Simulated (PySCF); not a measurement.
# La(2+): excitation energy

La(2+) [Xe] 5d1 (2D) → La(2+) [Xe] 4f1 (2F), as a difference of total energies. All numbers are calculated (PySCF 2.14, scalar relativity by spin-free X2C-1e, in x2c-TZVPPall). Correlated levels: valence: [Kr] 4d10 frozen. The calculations carry no spin-orbit coupling.

```
           method  excitation energy (eV)
              UHF                   5.172
    MP2 (valence)                   4.915
SCS-MP2 (valence)                   4.924
   CCSD (valence)                   4.883
CCSD(T) (valence)                   4.847
```

Task: How much does correlation contribute at CCSD(T) (valence)?

Result: 4.847 − (5.172) = -0.325 eV, measured against UHF.

A first-order spin-orbit estimate (lowest level to lowest level, LS coupling) adds 0.060 eV.

The basis was made for the ground configuration and has no added diffuse functions, so the excitation energy can come out too high.
